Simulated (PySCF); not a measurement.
**Electronic absorption of C2H4Cl2Ga2**

Compound: C₂H₄Cl₂Ga₂.
SMILES: `C#[C][GaH-]1[Cl+][GaH2-][Cl+]1`

Method: TDDFT CAM-B3LYP/def2-SVPD, vertical, gas phase, core orbitals frozen in the response (PySCF). Geometry: PBE0-D3(BJ)/def2-SVP; no solvent, vibrations or thermal averaging. Relativistic effects, spin–orbit coupling among them, are left out although an element past zinc is present.

Predict the UV-vis stick spectrum at this level.

| state | E (eV) | λ (nm) | ν̃ (cm⁻¹) | f | main configurations (H = HOMO, L = LUMO) |
| --- | --- | --- | --- | --- | --- |
| S1 | 5.68 | 218.2 | 45830 | 0.0004 | H→L (58%), H→L+4 (23%), H→L+9 (8%) |
| S2 | 6.00 | 206.8 | 48360 | 0.0047 | H-1→L (39%), H-1→L+4 (14%), H→L+2 (14%) |
| S3 | 6.12 | 202.7 | 49340 | 0.0002 | H-1→L+2 (32%), H-1→L+1 (28%), H-1→L+6 (13%) |
| S4 | 6.59 | 188.1 | 53150 | 0.0006 | H-2→L (88%) |
| S5 | 7.08 | 175.0 | 57140 | 0.012 | H-2→L+1 (83%) |
| S6 | 7.29 | 170.0 | 58810 | 0.0015 | H-3→L (69%), H-2→L+4 (13%) |
| S7 | 7.40 | 167.6 | 59670 | 0.210 | H→L+1 (49%), H-1→L (30%), H→L+3 (10%) |
| S8 | 7.48 | 165.7 | 60350 | 0.031 | H-2→L+2 (45%), H-4→L (28%) |
| S9 | 7.63 | 162.5 | 61540 | 0.015 | H-1→L+1 (26%), H-6→L (18%), H-1→L+3 (8%) |
| S10 | 7.69 | 161.1 | 62060 | 0.016 | H-6→L (30%), H-1→L+1 (14%), H-2→L+4 (9%) |

Triplets (Tamm–Dancoff): T1 4.81 eV, H-1→L (31%), H-1→L+4 (20%), H-1→L+9 (11%); T2 5.21 eV, H→L (39%), H→L+4 (20%), H→L+9 (9%); T3 5.27 eV, H→L+2 (21%), H-1→L (16%), H→L+1 (15%); T4 5.86 eV, H-1→L+2 (24%), H-1→L+1 (20%), H→L (18%).

The lowest singlet comes at 218 nm (548 kJ/mol) in the ultraviolet; it is dark (f under 0.0005); its leading configuration is HOMO→LUMO (58%). The strongest level in the table is S7 at 7.40 eV (168 nm, f = 0.210). Löwdin shares by element: HOMO carbon 83%, gallium 6% or more, hydrogen 4% or more; LUMO gallium 42%, chlorine 26% (atoms not listed hold the other 32%). Orbital energies (eV): HOMO-3 -10.89, HOMO-2 -10.04, HOMO-1 -9.71, HOMO -9.64, LUMO -0.32, LUMO+1 0.16, LUMO+2 0.61. Of the 10 states listed, 5 reach f = 0.01 and 2 stay under 0.0005. Weighted by f, the mean energy of these states is 7.39 eV. The vertical ionisation energy (ΔSCF) is 10.55 eV, 2.85 eV above S10. Singlets were solved by full linear response, triplets in the Tamm–Dancoff approximation.

On one thread of an Arm Neoverse N1, no GPU, on a shared host, this took 8.2 min and 1.2 GiB of memory at its peak.
